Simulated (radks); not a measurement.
Values are calculated unless marked as measured or tabulated.
Task: Valence configurations of C I (all share [He]). Level of theory: Dirac Kohn-Sham, PBE, spin-unpolarised, spherical densities, point nucleus; open shells fill j = l - 1/2 first (a radial shooting solver on a logarithmic mesh with Libxc functionals). Order these by energy: 2s1.5 2p2.5; 2s2 2p2; 2p4; 2s1 2p3.

Result: From the lowest, in eV above it: 2s2 2p2 0.000; 2s1.5 2p2.5 4.237; 2s1 2p3 8.481; 2p4 16.981. NIST lists [He] 2s2 2p2 as the ground configuration; this level of theory agrees among the configurations tried. The energies are those of spherical spin-averaged densities, not of single terms.
